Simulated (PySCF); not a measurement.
# Core-level binding energies of `[SiH3]OCC1CC1`

C₄H₁₀OSi.
SMILES with atom numbers: `[SiH3:1][O:2][CH2:3][CH:4]1[CH2:5][CH2:6]1`

The calculation used delta-SCF UKS SCAN, pcX-2 on the ionised atom, pcseg-1 elsewhere, spin-free X2C (PySCF 2.14.0). Each binding energy is the total energy of the core-ionised species, with the hole localised on one atom, minus that of the ground state; both are solved self-consistently, so orbital relaxation is included.

Question: Give the core binding energies atom by atom.

Answer: 
| atom(s) | environment | level | binding energy (eV) | 2p1/2 (eV) | above the level's lowest (eV) | count |
| --- | --- | --- | --- | --- | --- | --- |
| Si1 | oxygen-bound silicon | Si 2p3/2 | 107.33 | 107.96 | 0.00 | 1 |
| C5/C6 | three-membered-ring carbon | C 1s | 290.56 | – | 0.00 | 2 |
| C4 | three-membered-ring carbon | C 1s | 290.63 | – | +0.07 | 1 |
| C3 | sp3 carbon bound to oxygen | C 1s | 292.27 | – | +1.71 | 1 |
| O2 | silyl ether oxygen | O 1s | 537.85 | – | 0.00 | 1 |
| Si1 | oxygen-bound silicon | Si 1s | 1847.21 | – | 0.00 | 1 |

Lowest listed C 1s: C5/C6, bonded to 2 C and 2 H. Highest, 1.71 eV above it: C3, bonded to O, C and 2 H.

Question: Which effective nuclear charge Zeff reproduces each element's mean 1s value in the hydrogen-like formula E = 13.606 eV × Zeff²?

Answer: C (Z = 6): mean 291.0 eV, Zeff = 4.62, Z − Zeff = 1.38; O (Z = 8): mean 537.8 eV, Zeff = 6.29, Z − Zeff = 1.71; Si (Z = 14): mean 1847.2 eV, Zeff = 11.65, Z − Zeff = 2.35. Means run over the listed sites, weighted by atom count.

Question: Which photon wavelength matches the Si 2p3/2 of Si1 threshold?

Answer: λ = hc/E = 12398.42 eV Å / 107.33 eV = 115.517 Å.

Topologically equivalent atoms share the value of their first member; where this conformer doesn't relate them by symmetry, their own values could differ. The 2p values aren't plain energy differences: one relaxed spin-free 2p hole is combined with a matrix within the shell (ground-state 2p orbital-energy differences and spin–orbit coupling). 2p3/2, the mean of its two sublevels, lies a third of the splitting below the shell's mean and 2p1/2 two thirds above it; the statistical areas are 2:1. 2p1/2 minus 2p3/2 (ligand field included): Si 0.62 eV. Geometry: PBE0-D3(BJ)/def2-SVP, one conformer, isolated molecule.

Shape of the structure used: `[SiH3:1][O:2][CH2:3][CH:4]1[CH2:5][CH2:6]1`: Si1–O2–C3–C4 -179°, O2–C3–C4–C5 -81°.
